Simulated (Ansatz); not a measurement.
Program: Ansatz 0.2.0.

Basis-set series for FH3NOSi (`N[Si](O)F`) radical. Total charge 0; spin multiplicity 2. Geometry: relaxed with PBE0-D4/def2-TZVP. It is one conformer, not always the lowest.

```tsv
functional	basis	functions	energy (Eh)	HOMO (eV)	LUMO (eV)
PBE0-D4	def2-SVP	75	-520.56970	-5.58	-1.72
PBE0-D4	def2-QZVPP	331	-521.00390	-5.91	-1.99
ωB97M-V	def2-SVP	75	-520.83338	-7.40	-0.09
ωB97M-V	def2-QZVPP	331	-521.27243	-7.73	-0.51
```

Give the rows for def2-TZVPP. (Best estimate.)

The calculation gave: 
| functional | basis | functions | energy (Eh) | HOMO (eV) | LUMO (eV) |
| --- | --- | --- | --- | --- | --- |
| PBE0-D4 | def2-TZVPP | 177 | -520.97899 | -5.83 | -1.85 |
| ωB97M-V | def2-TZVPP | 177 | -521.24878 | -7.65 | -0.32 |

HOMO and LUMO are taken over both spins.
